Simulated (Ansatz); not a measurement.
Geometry optimisation, RKS B3LYP/def2-SVP in Ansatz 0.2.0.

The input (input.yaml):

```yaml
crystal:
  periodic: [false, false, false]
  atoms:
    - { symbol: Ga, position_ang: [0.0, 0.0, 0.0] }
    - { symbol: H, position_ang: [0.0, 0.0, 1.92] }
    - { symbol: Cl, position_ang: [1.9398, 0.0, -1.12] }
    - { symbol: H, position_ang: [-1.3596, 0.0, -0.785] }
    - { symbol: Cl, position_ang: [0.5342, -2.3505, 0.8009] }
    - { symbol: H, position_ang: [0.2185, -0.9616, 1.9581] }
basis:
  gaussian: { orbitals: def2-SVP }
hamiltonian:
  xc: b3lyp
relax:
  f_tol: 0.15
  max_steps: 25
  restrain:
    - { distance: [0, 4], at: 3.44, k: 30.0 }
    - { distance: [5, 1], at: 1.86, k: 30.0 }
    - { distance: [0, 1], at: 1.57, k: 30.0 }
    - { distance: [5, 4], at: 1.37, k: 30.0 }
```

Run as:

```bash
$ ansatz run input.yaml --threads 2 --pin off --max-ram 3072MiB --backend cpu --events-out ev --progress --plain --runs-dir out
```

Q: Where does it end, and by what steps?

A: It converged. The restraints hold the end off the free minimum. After 6 steps the energy has fallen by 1.013 eV (the restraints' own energy left out); Cl5 moved furthest, 0.84 Å. Parted: Ga1–Cl5 (2.54 → 3.44 Å). Joined: Cl5–H6 (1.84 → 1.34 Å).

```
step  energy less start (eV)  largest force component (eV/Å)  accepted
   0                  0.0000                           2.204       yes
   1                  0.1539                           1.838       yes
   2                 -0.2943                           2.296       yes
   3                 -0.7069                           1.489       yes
   4                 -0.9430                           1.118       yes
   5                 -0.9979                           1.122       yes
   6                 -1.0135                           1.020       yes
```

```xyz
6
Properties=species:S:1:pos:R:3
Ga -0.018 0.225 -0.081
H 0.165 0.210 1.479
Cl 1.819 0.532 -1.185
H -1.352 0.116 -0.874
Cl 0.331 -2.819 1.473
H 0.388 -1.576 1.961
```

Run time: 14 s on 2 threads of Arm Neoverse V1, on a shared host, peak memory 0.18 GiB.
